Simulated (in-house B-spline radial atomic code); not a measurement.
Checks on a self-consistent run for Tc8+, [Ar] 3d10 4s2 4p4 8s1. Computed with an all-electron radial atomic-structure program (B-spline basis): Dirac-Hartree-Fock, average of configuration, Fermi nucleus of rms radius 4.41117 fm.

```
orbital       q      ε (Eh)     <1/r>        <r²>  small-component weight
  1s1/2       2  -783.92047   44.7108  0.00158558                0.024645
  2s1/2       2  -119.58844   10.2312   0.0262034               0.0051036
  2p1/2       2  -110.36043   10.1707   0.0198493               0.0050761
  2p3/2       4  -105.98709   9.66567   0.0211912                0.004905
  3s1/2       2   -26.63909    3.5389    0.193526               0.0013934
  3p1/2       2   -23.03099   3.42746    0.191806               0.0013298
  3p3/2       4   -22.26817   3.30931    0.201095               0.0012867
  3d3/2       4   -15.95066    3.1183    0.184611               0.0011646
  3d5/2       6   -15.80556   3.08726    0.187577               0.0011514
  4s1/2       2    -8.18094   1.37722     1.09866               0.0003602
  4p1/2  1.3333    -7.00904   1.29526     1.22123              0.00032996
  4p3/2  2.6667    -6.86867   1.26548     1.26496              0.00032177
  8s1/2       1    -0.96905  0.199805     54.3892              3.0627e-05
```

Electron-electron repulsion V_ee = 1418.4128 hartree.

(1) What total energy follows from the eigenvalues?

(2) Does the Dirac virial theorem hold?

(3) What diamagnetic shielding (Lamb formula) and susceptibility (Langevin formula) do the radii give?

Answers

(1) The eigenvalues count the repulsion twice, so E = Σqε - V_ee = -2843.729 - 1418.413 = -4262.141 hartree; the run printed -4262.141.

(2) For a point nucleus E = -2c²Σq·w, with w the small-component weight. Here Σq·w = 0.11348 and c = 137.0360, so the ratio E/(-2c²Σq·w) is 1.000029; the finite nucleus accounts for the departure from 1.

(3) σ = (α²/3)Σq<1/r> = 235.111/(3·137.036²) = 4173.3 ppm, and χ = -0.79199×10⁻⁶·Σq<r²> = -51.64×10⁻⁶ cm³/mol with Σq<r²> = 65.207 bohr². Both are non-relativistic formulas without the paramagnetism of open shells.
